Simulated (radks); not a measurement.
Results of a calculation; reference values are marked as such.
Isoelectronic series with 3 electrons, all held in the configuration [He] 2s1, which need not be the ground one along the series. Level of theory: Dirac Kohn-Sham, PBE, spin-unpolarised, spherical densities, finite nucleus; Fermi nuclear charge, rms radius of each element as measured or else 0.836 A^(1/3) + 0.57 fm (a radial shooting solver on a logarithmic mesh with Libxc functionals). Total energies (hartree) and orbital eigenvalues (eV) (* marks an orbital that is empty in some or all of the ions):

ion,E (hartree),2p3/2*,2p1/2*,2s1/2,1s1/2
C3+,-34.70685,-48.0960,-48.1154,-56.1054,-331.8799
N4+,-48.30321,-77.5540,-77.5977,-87.5722,-479.8888
O5+,-64.15805,-113.8432,-113.9290,-125.8733,-655.2104
F6+,-82.27396,-156.9549,-157.1071,-171.0132,-857.8672
Ne7+,-102.65393,-206.8850,-207.1359,-222.9998,-1087.889
Mg9+,-150.22008,-327.1954,-327.7776,-347.5556,-1630.180
Al10+,-177.41422,-397.5764,-398.4128,-420.1505,-1942.535
